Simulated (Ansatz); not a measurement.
C4H9O, SMILES CC(C)(C)[O], multiplicity 2.

Coordinates come from a PBE0-D3(BJ)/def2-SVP optimisation. The isomer is the one that the SMILES or the coordinates give; other isomers of the formula were not compared.

Two levels are set side by side: PBE/def2-TZVPD (Ansatz, a quantum-chemistry and plane-wave program) and PBE0/def2-TZVPD (Ansatz). Energy differences of separate SCF runs at the same geometry; the states with an electron removed or added have multiplicity 3 and 1. Differences are taken from unrounded values.

```json
[
 {"quantity": "vertical ionisation energy (eV)", "PBE0": "9.61", "PBE": "9.31", "PBE minus PBE0": "-0.30"},
 {"quantity": "vertical electron affinity (eV)", "PBE0": "1.43", "PBE": "1.66", "PBE minus PBE0": "0.23"}
]
```
